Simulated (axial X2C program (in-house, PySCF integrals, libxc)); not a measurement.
## HfS⁺: properties at the nuclei

Computed with an in-house all-electron X2C program for linear molecules (integrals from PySCF): two-component X2C with atomic mean-field Coulomb and Gaunt terms, Gaussian nuclei, basis Hf dyall-cv3z, S dyall-av3z with contracted cores.

R = 2.118 Å (near the PBE0 minimum at charge 1 of the determinant lowest at the starting distance; the state shown can have its own minimum elsewhere).

Input and command:
```json
{"zs": [72, 16], "q": 1, "bas": ["dyall-cv3z", "dyall-av3z"], "r0": 2.22, "levels": ["PBE0", "HF", "PBE", "BHandHLYP", "LDA"], "nst": 3}
```
```bash
python soeom.py task.json out
```

Keys: zs atomic numbers; q charge; bas basis sets; r0 starting distance in Å; levels methods; nst determinants followed.

Determinant lowest in the PBE0 search, Ω = 1/2 (⟨Sz⟩ = 0.50, ⟨Lz⟩ = 0.00 at PBE0), spin on the atoms Hf 0.55, S -0.05:

```
    level  Eeff magnitude (GV/cm)  Ws magnitude Hf (kHz)  A∥/gI Hf (MHz)  qzz Hf (a.u.)  A∥/gI S (MHz)  qzz S (a.u.)
     PBE0                    21.1                   37.3           11600          -6.07           65.3         -0.90
       HF                    25.2                   43.6           11500          -5.36           37.7         -1.07
      PBE                    21.1                   37.5           11300          -6.44           72.4         -0.84
BHandHLYP                    22.6                   40.1           11800          -5.89           54.7         -0.94
      LDA                    21.8                   38.8           11700          -6.57             74         -0.89
```

Eeff is the effective electric field on the electron electric dipole moment in this Ω state and Ws the scalar–pseudoscalar constant of the nucleus named (defined with the proton number Z and per Ω); A∥ (defined per Ω) follows by multiplying with gI = μI/(I μN); qzz is the electric field gradient, eQq0 = 234.96 MHz × Q/barn × qzz. The operators were transformed with the bare-nucleus X2C matrices; with these basis sets, hyperfine constants and field gradients can be off by tens of per cent, and where levels differ in sign neither size nor sign is settled.

Question: With gI(177Hf) = 0.2267, Q(177Hf) = 3.365 barn, gI(33S) = 0.4292, Q(33S) = -0.0694 barn (g factors from the IAEA table of nuclear moments by Stone; Q from Pyykkö, Mol. Phys. 2018), turn the PBE0 values of the first state into constants in MHz.

Answer: A∥(177Hf) = 11600 × 0.2267 = 2630 MHz; eQq0(177Hf) = 234.96 × (3.365) × (-6.07) = -4800 MHz; A∥(33S) = 65.3 × 0.4292 = 28 MHz; eQq0(33S) = 234.96 × (-0.0694) × (-0.90) = 14.7 MHz.

Each state is one determinant with collinear spin. Unrestricted Hartree–Fock can overshoot spin polarisation at the nuclei. The search compared states at one distance, so a state with another bond length can lie lower. Further determinants of the search, some of them spin-mixed, are not shown.
